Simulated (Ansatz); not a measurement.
Isolated molecules relaxed with PBE0-D4/def2-TZVP in Ansatz; ΔE leaves out vibrations. CCSD(T)/CBS is the MP2 limit (def2-TZVPP, def2-QZVPP) plus CCSD(T) − MP2 in def2-TZVPP, frozen cores. DFT in def2-TZVPP. One conformer a species, not always the lowest.

Reaction (formal exchange of groups at the Si–O bond): `C=C[SiH](O)O[SiH2]O` + `CC(O)F` → `C=C[SiH](C)O` + `O[SiH2]OC(O)F`

| level | ΔE (eV) |
| --- | --- |
| B2PLYP | 1.41 |
| r2SCAN | 1.33 |

(1) What does CCSD(T)/CBS give? (Estimate.)

Largest T1 diagnostic among the species: 0.012.

Answers

(1) The calculation gave: +1.45 eV. The listed levels differ from it by -0.04, -0.12 eV.

The D4 term adds +0.04 eV with B3LYP and +0.03 eV with PBE0; it sums over pairs of atoms, weighted by their polarisabilities, and B3LYP, whose exchange is more repulsive, gets the larger term. In def2-TZVPP, CCSD(T) changes the Hartree–Fock value by −0.09 eV (the triples alone add −0.03 eV) and MP2 by −0.05 eV. From PBE to PBE0 (25 % exact exchange), in def2-TZVPP and without D4, ΔE moves by +0.06 eV.

B3LYP here is the variant with VWN-RPA as its local correlation; programs differ in this.
